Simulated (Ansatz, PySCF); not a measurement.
C₄H₁₃AlOSi (SMILES [CH3][Al]([CH3])[O][SiH](C)C), singlet, at a GFN2-xTB geometry (such geometries of metal compounds can be far from the true shape), atoms displaced at random by about 0.03 Å a coordinate. Base run: PySCF with R2SCAN/STO-3G, gradient.

PySCF was given this input:
```python
from pyscf import gto, scf, dft

mol = gto.Mole()
mol.atom = '''
    Si   -1.58915054    0.07045379    0.52050986
    C    -2.23777647    1.74818680    0.00014807
    C    -2.48863067   -1.22775669   -0.48164877
    O    -0.01183256   -0.05243514    0.24783300
    Al    1.64204989   -0.20092890   -0.11035436
    C     2.32278283    0.96690673   -1.67995237
    C     2.70323336   -1.34421510    1.05009408
    H    -1.76622673   -0.11856548    1.97949980
    H    -2.03220992    2.00006532   -1.07460049
    H    -3.25474960    1.91226043    0.19194830
    H    -1.70197975    2.55821861    0.52202627
    H    -2.16244911   -2.25667444   -0.21672125
    H    -2.34858479   -1.15181828   -1.52420063
    H    -3.52114509   -1.27896023   -0.23221987
    H     3.35347466    0.85998727   -1.82925720
    H     1.99185798    1.97849907   -1.55435229
    H     1.75166988    0.56879115   -2.61173453
    H     2.67634079   -1.05661725    2.16696182
    H     3.84977287   -1.33720144    0.84181997
    H     2.37529635   -2.28440011    1.07656442
'''
mol.basis = 'sto-3g'
mol.verbose = 4
mol.build()

mf = dft.RKS(mol)
mf.xc = 'r2scan'
mf.kernel()
g = mf.nuc_grad_method()
grad = g.kernel()
```

Programs used: Ansatz (a program for electronic structure), PySCF; a row that names a program was run with it.

The coordinate followed is x of atom 3.

Each row names what was changed in the base input (with any setting that the change needs).

| change | dE/dx (Eh/bohr) | net force (Eh/bohr) |
|---|---|---|
| base | -0.018052 | 0.000429 |
| conv_tol = 1e-11 | -0.018052 | 0.000429 |
| density fitting = on | -0.018052 | 0.000428 |
| grids.level = 1; grid_response = on | -0.018093 | 0.000000 |
| finite difference step (bohr) = 0.2; conv_tol = 1e-11 | [?] | - |
| grids.level = 5; grid_response = off | -0.018133 | 0.000119 |
| conv_tol = 1e-6 | -0.018050 | 0.000429 |
| finite difference step (bohr) = 1e-3; conv_tol = 1e-11 | -0.018148 | - |
| grids.level = 0; grid_response = on | [?] | 0.000000 |
| finite difference step (bohr) = 1e-4; conv_tol = 1e-11 | -0.018148 | - |
| conv_tol = 1e-4 | -0.018057 | 0.000429 |
| code = ansatz | -0.018174 | 0.000000 |

**Question.** Fill in the missing entries.

**Answer.** 
- finite difference step (bohr) = 0.2; conv_tol = 1e-11, dE/dx (Eh/bohr): -0.028393
- grids.level = 0; grid_response = on, dE/dx (Eh/bohr): -0.020252

The net force is zero for an exact gradient.
